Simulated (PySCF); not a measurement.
**Radial density of Sb²⁺ (antimony, charge +2)**

UHF, [Kr] 4d10 5s2 5p1, 2P determinant. Calculation: PySCF 2.14, in def2-QZVPPD with the def2 core potential (28 electrons) (8s6p5d4f1g, 88 functions); a scalar-relativistic core potential. This is the valence pseudo-density: the core potential removes the inner electrons and smooths the orbitals near the nucleus.

```
r (bohr)  4πr²ρ (e/bohr)  4πr²(ρα − ρβ)
 0.00408       2.577e-05         0.0000
 0.00686       6.530e-05         0.0000
  0.0115       0.0001487         0.0000
  0.0194       0.0003035         0.0000
  0.0326       0.0005157         0.0000
  0.0549       0.0008341         0.0000
  0.0923        0.002787         0.0000
   0.155         0.02677         0.0000
   0.261          0.4121         0.0009
   0.439           6.551         0.0283
   0.739           24.55         0.0590
    1.24           10.47         0.0534
    2.09           2.352         0.5306
    3.52          0.3732         0.1899
    5.92        0.004820         0.0038
```

Energies and moments cover only the electrons outside the core potential.
